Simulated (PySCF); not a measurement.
[PySCF 2.14: NMR shieldings at PBE0/pcSseg-1/GIAO; GFN2-xTB geometry; isolated molecule; relativity neglected; a single conformation; one averaged value for each set of equivalent atoms]

Shifts are taken against calculated references (same method and geometry level): 1H (σref 31.72), 13C (σref 186.93) vs TMS. Shifts are as computed. Against solution values, carbons near 30 ppm lie about +3 ppm off and those near 130 ppm about +5 ppm. Of 1309 compounds with measured shifts, 239 miss one by over three times the rms of a fit or turn the order of signals round; such compounds aren't used in these exercises. OH and NH positions are gas-phase values without hydrogen bonding to other molecules.

Task: Order these molecules by the shift of their most shielded carbon-bound hydrogen, lowest δ first.
A. C#C[SiH2]OC/C=N\C
B. N#C[C@@H]1C[SiH2]CCO1
C. C=C1CN[Si@H]1C(C)=O

Result: B (0.54 ppm, hydrogen on an sp3 CH2 bonded to Si), A (2.03 ppm, hydrogen on a terminal alkyne carbon), C (2.71 ppm, hydrogen on a methyl carbon α to a carbonyl).

Task: How many 13C and 1H signals does each give (equivalence by symmetry and fast rotation, but not about amide C–N or C=N bonds)? `N#C[C@@H]1C[SiH2]CCO1`, `CC(=O)[SiH2]N1C=CC1`, `Cc1ccoc1N[SiH3]`, `C=C1CN[Si@H]1C(C)=O`, `C#C[SiH2]OC/C=N\C`

Result: N#C[C@@H]1C[SiH2]CCO1: 5 C, 9 H; CC(=O)[SiH2]N1C=CC1: 5 C, 5 H; Cc1ccoc1N[SiH3]: 5 C, 5 H; C=C1CN[Si@H]1C(C)=O: 5 C, 7 H; C#C[SiH2]OC/C=N\C: 5 C, 5 H.
